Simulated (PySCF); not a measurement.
Species: C₃H₅F₂OS (doublet state).
Numbering: `[O:1]=[S@@:2]([CH:3][CH2:4][F:5])[CH2:6][F:7]` (hydrogens: H8 on C3; H9, H10 on C4; H11, H12 on C6)

Geometry (GFN2-xTB, Å), atoms numbered from 1 in this order:
```xyz
12
C3H5F2OS angstrom
O      0.1827   -1.7434   -0.8963
S      0.4673   -0.3291   -1.1103
C     -0.6151    0.5911   -0.0999
C     -1.8351   -0.0327    0.4304
F     -2.9754    0.6632    0.0820
C      2.0549   -0.0327   -0.0843
F      2.3100    1.2941   -0.0136
H     -0.5898    1.6574   -0.2410
H     -1.8293   -0.0523    1.5321
H     -1.9409   -1.0577    0.0551
H      1.8930   -0.4287    0.9189
H      2.8789   -0.5296   -0.5992
```

The hyperfine couplings belong to this conformer and change with its torsions.

Method: UKS B3LYP, pcH-1 on C F H O S, non-relativistic, mean-field spin-orbit, GIAO (PySCF). One conformer (not necessarily the lowest) at the GFN2-xTB geometry, without solvent, vibrations or thermal averaging. The geometry wasn't refined by DFT: couplings that depend on bond lengths, twists or pyramidal angles can differ widely from those at the functional's own minimum. The SCF solution wasn't tested for stability.

Break the g tensor into its mass correction, gauge correction and orbital-Zeeman/spin–orbit terms.

```tsv
Δg (ppm)	1	2	3
relativistic mass correction	-161	-161	-161
gauge correction	75	13	48
orbital Zeeman/spin–orbit	-854	69	1803
total	-940	-78	1690
```

So g = 2.00138, 2.00224, 2.00401 and g_iso = 2.00254; the tensor is rhombic: the two nearest values differ by 33 % of g3 − g1. Axes: g3 points within 14° of the C3–C4 bond.

Average each term over the three axes. Which is largest in size?

The orbital-Zeeman/spin–orbit term 339, the mass correction -161 and the gauge correction 45 ppm, for a total of 224 ppm. The orbital-Zeeman/spin–orbit term is the largest in size. The mass correction is the same along every axis, so the anisotropy comes from the other two: their spans along these axes are 61 (gauge) and 2656 ppm (orbital Zeeman/spin–orbit).

What are the electron Larmor frequencies g μB B/h along the three axes at 350 mT?

9.8041, 9.8084, 9.8170 GHz for g1, g2 and g3, a range of 12.9 MHz.

In a frozen sample, at which fields do the three g values resonate at 9.5, 34, 94 and 263 GHz (hyperfine left aside), and which band first spreads them over more than twice a line width of 1.0 mT?

```csv
band,GHz,B(g3) mT,B(g2) mT,B(g1) mT,spread mT
X,9.5,338.70,339.00,339.14,0.45
Q,34.0,1212.18,1213.25,1213.77,1.59
W,94.0,3351.33,3354.28,3355.73,4.40
J,263.0,9376.58,9384.86,9388.90,12.32
```

The spread grows in proportion to the frequency. W band is the first where it exceeds 2.0 mT.

Largest spin populations (Mulliken): C3 (+0.87) and C6 (+0.09). No atom but C3 exceeds +0.15. The angles at C3 add up to 354.9°, so it is nearly planar; its axial dipolar tensor and the negative coupling of its proton fit spin in a p orbital normal to that plane.

The HOMO–LUMO gaps are 6.02 eV among the α and 3.81 eV among the β orbitals.

Time: 59 s wall (grids of density and orbitals included); peak memory 0.89 GiB. Hardware: one thread of an Arm Neoverse V1, no GPU, on a shared host.
